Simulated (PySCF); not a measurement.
Compound: C7H8N2Si.
SMILES with atom numbers: `[CH:1]#[C:2][c:3]1[n:4][n:5][cH:6][c:7]([SiH3:8])[c:9]1[CH3:10]` (hydrogens: H11 on C1; H12 on C6; H13, H14, H15 on Si8; H16, H17, H18 on C10)

The same species was optimised twice, with GFN2-xTB and with PBE0-D3(BJ)/def2-SVP (PySCF), and the same property calculations (PySCF, gas phase) were run on both structures.

```
   coordinate  GFN2-xTB  PBE0-D3(BJ)/def2-SVP  change
    C2–C3 (Å)     1.418                 1.434  +0.016
    N5–C6 (Å)     1.317                 1.331  +0.014
    N4–N5 (Å)     1.293                 1.306  +0.013
    C3–N4 (Å)     1.330                 1.342  +0.012
    C1≡C2 (Å)     1.201                 1.212  +0.011
    C7–C9 (Å)     1.391                 1.400  +0.009
   C7–Si8 (Å)     1.890                 1.886  -0.004
    C3–C9 (Å)     1.411                 1.414  +0.003
   C9–C10 (Å)     1.492                 1.495  +0.003
    C6–C7 (Å)     1.400                 1.400   0.000
 C3–C9–C7 (°)     116.7                 115.9    -0.8
 N4–C3–C9 (°)     122.7                 123.4    +0.7
 C6–C7–C9 (°)     115.8                 116.5    +0.7
C3–C9–C10 (°)     121.3                 122.0    +0.7
 N4–N5–C6 (°)     120.4                 119.7    -0.7
 C2–C3–N4 (°)     115.9                 115.5    -0.4
C6–C7–Si8 (°)     121.0                 120.6    -0.4
 C2–C3–C9 (°)     121.4                 121.1    -0.3
```

Rotational constants: A = 2083, B = 857.7, C = 614.1 MHz (GFN2-xTB) against A = 2049, B = 852.5, C = 608.6 MHz (PBE0-D3(BJ)/def2-SVP).

On the GFN2-xTB structure: HOMO (eV) -6.68 [PBE0/pcSseg-1]; LUMO (eV) -1.80 [PBE0/pcSseg-1]; dipole (D) 4.59 [PBE0/pcSseg-1]; GIAO shielding of C1 (ppm) 92.2 [PBE0/pcSseg-1]; GIAO shielding of C2 (ppm) 101.6 [PBE0/pcSseg-1]; GIAO shielding of C3 (ppm) 36.6 [PBE0/pcSseg-1]; GIAO shielding of N4 (ppm) -216.6 [PBE0/pcSseg-1]; GIAO shielding of N5 (ppm) -186.5 [PBE0/pcSseg-1]; GIAO shielding of C6 (ppm) 30.6 [PBE0/pcSseg-1]; GIAO shielding of C7 (ppm) 55.4 [PBE0/pcSseg-1]; GIAO shielding of Si8 (ppm) 426.1 [PBE0/pcSseg-1].

Question: What do these properties become on the PBE0-D3(BJ)/def2-SVP structure?

Answer: 
```tsv
property	level	on GFN2-xTB	on PBE0-D3(BJ)/def2-SVP	change
HOMO (eV)	PBE0/pcSseg-1	-6.68	-6.85	-0.17
LUMO (eV)	PBE0/pcSseg-1	-1.80	-1.91	-0.11
dipole (D)	PBE0/pcSseg-1	4.59	4.50	-0.09
energy, GFN2-xTB geometry as zero (kcal/mol)	PBE0/pcSseg-1	0.0	-1.1	-1.1
GIAO shielding of C1 (ppm)	PBE0/pcSseg-1	92.2	90.8	-1.4
GIAO shielding of C2 (ppm)	PBE0/pcSseg-1	101.6	101.0	-0.6
GIAO shielding of C3 (ppm)	PBE0/pcSseg-1	36.6	33.8	-2.8
GIAO shielding of N4 (ppm)	PBE0/pcSseg-1	-216.6	-224.5	-7.9
GIAO shielding of N5 (ppm)	PBE0/pcSseg-1	-186.5	-196.1	-9.6
GIAO shielding of C6 (ppm)	PBE0/pcSseg-1	30.6	27.2	-3.4
GIAO shielding of C7 (ppm)	PBE0/pcSseg-1	55.4	54.7	-0.7
GIAO shielding of Si8 (ppm)	PBE0/pcSseg-1	426.1	422.9	-3.2
```

The heavy atoms differ by 0.015 Å rms after alignment. Among bonds between heavy atoms C2–C3 changes most (+0.016 Å). Changes are differences of the printed values. Neither structure is proved a minimum here.
